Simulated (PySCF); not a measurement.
**C3H9FO3Si: full NMR table**

| Item | Value |
| --- | --- |
| Formula | C3H9FO3Si |
| SMILES | CO[Si](F)(OC)OC |
| InChI | InChI=1S/C3H9FO3Si/c1-5-8(4,6-2)7-3/h1-3H3 |
| Point group of the computed structure | C3 |
| Degrees of unsaturation | 0 |
| Carbon signals | 1 |
| Proton signals | 1 |

Structure with atom numbers: `[CH3:1][O:2][Si:3]([F:4])([O:5][CH3:6])[O:7][CH3:8]`. Each H is labelled by its parent atom.

Computational details: structure optimised with GFN2-xTB, shielding tensors at PBE0/pcSseg-1 (GIAO), in PySCF 2.14.0 with density-fitted response routines (relativity neglected, equivalent nuclei averaged, single conformer, in vacuum).

Shifts are taken against calculated references (same method and geometry level): TMS for 1H, 13C, 29Si; CFCl3 for 19F; 17O vs H2O.

| carbon | δC, type | δH (multiplicity) | HMBC from (2–3 bonds) | span of the C tensor (ppm) |
| --- | --- | --- | --- | --- |
| C1/C6/C8 | 53.8, CH3 | 3.87 (s) | – | 79 |

Other nuclei:
| atoms | nucleus | environment | δ (ppm) | σ (ppm) |
| --- | --- | --- | --- | --- |
| F4 | 19F | fluorine bonded to Si | -175.1 | 346.1 |
| Si3 | 29Si | silicon bonded to F, 3 O | -92.5 | 441.7 |
| O2/O5/O7 | 17O | oxygen bonded to C, Si | 16.1 | 320.0 |

- Carbon types of the structure: 3 × CH3, which accounts for all hydrogens.
- δC 53.8: methyl carbon bonded to O; the inductive effect lowers its shielding.
- δH 3.87: hydrogen on a methyl carbon bonded to O; its carbon carries O, hence the downfield position.

Splittings by 19F in the carbon and heteronuclear signals aren't shown, as no couplings were computed. Shifts are as computed. Against solution values, carbons near 30 ppm lie about +3 ppm off and those near 130 ppm about +5 ppm. Of 1211 compounds with measured shifts, 218 miss one by over three times the rms of a fit or turn the order of signals round; such compounds aren't used in these exercises. Unscaled 19F shifts against computed CFCl3 carry errors that often reach 10 to 50 ppm. Experimental scales use liquid or dissolved standards, which lie at an offset from isolated H2O (liquid H2O: subtract about 36 ppm).
